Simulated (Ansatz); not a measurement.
Cost and result up the ladder for Si(OH)2Me2 (C2H8O2Si) (13 atoms). Total charge 0; singlet. Geometry: PBE-D4/def2-SVP.

```xyz
13

Si    0.157   -0.121    0.292
O    -0.069   -1.670    0.927
H    -0.461   -1.677    1.817
O     1.231    0.773    1.240
H     2.126    0.392    1.287
C    -1.426    0.885    0.314
H    -1.770    1.068    1.352
H    -2.237    0.361   -0.231
H    -1.271    1.874   -0.164
C     0.825   -0.421   -1.434
H     0.078   -0.950   -2.059
H     1.739   -1.049   -1.406
H     1.078    0.536   -1.934
```

Ansatz; hardware A = 2 threads of AMD EPYC 7R13 on a shared host; B = 2 threads of AMD EPYC 7R13 on a shared host and a share (18 GiB) of an NVIDIA H100 80GB HBM3. Times are rough, and most runs start from the orbitals of an earlier one. ωB97M-V/def2-TZVP serves as the yardstick here, not as an exact answer. Differences are given only for rows in sets of like size (and for xTB, whose basis is part of the method), since another set adds its own error. Binding counts from free atoms at the same level (Si triplet, O triplet, H doublet, C triplet; other spins of the atoms weren't run), without zero-point energy or a counterpoise term.

B3LYP takes the VWN-RPA correlation. Correlated methods freeze 9 core orbitals.

Correlated methods converge slowly with the basis.

| level | functions | binding energy per atom (eV) | difference from ωB97M-V/def2-TZVP (eV) |
| --- | --- | --- | --- |
| ωB97M-V/def2-TZVP [A] | 209 | 4.06 | 0.00 |
| B3LYP-D4/6-31G [A] | 65 | 3.78 | – |
| HF/STO-3G [A] | 37 | 3.40 | – |
| r2SCAN-D4/def2-TZVP [A] | 209 | 4.06 | 0.00 |
| BHLYP-D4/def2-TZVP [A] | 209 | 3.93 | -0.13 |
| PBE-D4/def2-TZVP [A] | 209 | 4.10 | 0.04 |
| HF/6-31G [A] | 65 | 2.66 | – |
| CCSD(T)/def2-TZVP [B] | 209 | 3.91 | -0.15 |
| PBE-D4/def2-SVP [A] | 114 | 4.09 | – |
| PBE0-D4/def2-SVP [A] | 114 | 4.02 | – |
| PBE0-D4/def2-TZVP (with forces) [A] | 209 | 4.03 | -0.03 |

Problem. Estimate how long each takes.

Solution. HF/STO-3G [A] 0.31 s; HF/6-31G [A] 0.55 s; PBE-D4/def2-SVP [A] 1.4 s; B3LYP-D4/6-31G [A] 1.4 s; PBE0-D4/def2-SVP [A] 2 s; PBE-D4/def2-TZVP [A] 3.2 s; BHLYP-D4/def2-TZVP [A] 4.9 s; r2SCAN-D4/def2-TZVP [A] 5.5 s; PBE0-D4/def2-TZVP (with forces) [A] 6 s; ωB97M-V/def2-TZVP [A] 11 s; CCSD(T)/def2-TZVP [B] 19 s. On shared hardware such times vary by a factor of up to 3.
